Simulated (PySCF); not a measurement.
## Mayer bond orders and bond lengths

C5H9NSi.
Numbering: `[N:1]#[C:2][C@@H:3]1[CH2:4][CH2:5][CH2:6][SiH2:7]1` (hydrogens: H8 on C3; H9, H10 on C4; H11, H12 on C5; H13, H14 on C6; H15, H16 on Si7)

Structure used (PBE0-D3(BJ)/def2-SVP), in Å, numbered top down from 1:
```
atom  x, y, z in Å
N1     3.496   -0.038   -0.547
C2     2.429   -0.168   -0.113
C3     1.085   -0.324    0.400
C4     0.383   -1.632   -0.027
C5    -1.109   -1.480    0.266
C6    -1.613   -0.173   -0.367
Si7   -0.171    1.036   -0.140
H8     1.136   -0.281    1.503
H9     0.537   -1.786   -1.109
H10    0.820   -2.504    0.484
H11   -1.672   -2.356   -0.095
H12   -1.258   -1.444    1.359
H13   -2.563    0.172    0.067
H14   -1.786   -0.311   -1.448
H15    0.250    1.721   -1.396
H16   -0.360    2.046    0.943
```

Bond orders from the PBE0/pcSseg-1 density (PySCF). One conformer (not necessarily the lowest) at the PBE0-D3(BJ)/def2-SVP geometry, without solvent, vibrations or thermal averaging.

Q: Where do the orders between heavy atoms depart from those drawn in the SMILES?

A: The largest departure is 0.198, at Si7–C3 (drawn single, 0.802). Drawn single, order below 0.88: Si7–C3 (0.802).

Q: Give the Mayer order of every bond between heavy atoms, beside its length.

A: 
```tsv
bond	drawn as	length (Å)	Mayer order
N1–C2	triple	1.159	3.056
C2–C3	single	1.447	1.015
C3–C4	single	1.545	0.974
C4–C5	single	1.528	1.030
C5–C6	single	1.537	1.021
C6–Si7	single	1.896	0.924
Si7–C3	single	1.929	0.802
```

By pair of heavy elements: C–C: lowest C3–C4 (0.974, 1.545 Å), highest C4–C5 (1.030, 1.528 Å). C–Si: lowest Si7–C3 (0.802, 1.929 Å), highest C6–Si7 (0.924, 1.896 Å).

Q: And the bonds to hydrogen?

A: C–H: 0.91 to 0.95 (7 bonds); H–Si: 0.95 to 0.96 (2 bonds).

Q: Sum the orders of all bonds at each heavy atom with more than one neighbour and set the sums beside the valence in the SMILES.

A: C2 4.071 (drawn 4), C3 3.696 (drawn 4), C4 3.901 (drawn 4), C5 3.950 (drawn 4), C6 3.833 (drawn 4), Si7 3.640 (drawn 4). Orders between atoms that aren't bonded are not in these sums.

For a closed shell the Mayer order of atoms A and B is Σ (PS)μν (PS)νμ over the basis functions μ on A and ν on B, with P the density and S the overlap matrix.

The run behind these numbers computed NMR shieldings as well. On one thread, Arm Neoverse N1 (aarch64), shared host, this took 55 s of wall time (grids of density and orbitals included) and 0.81 GiB of memory at its peak.
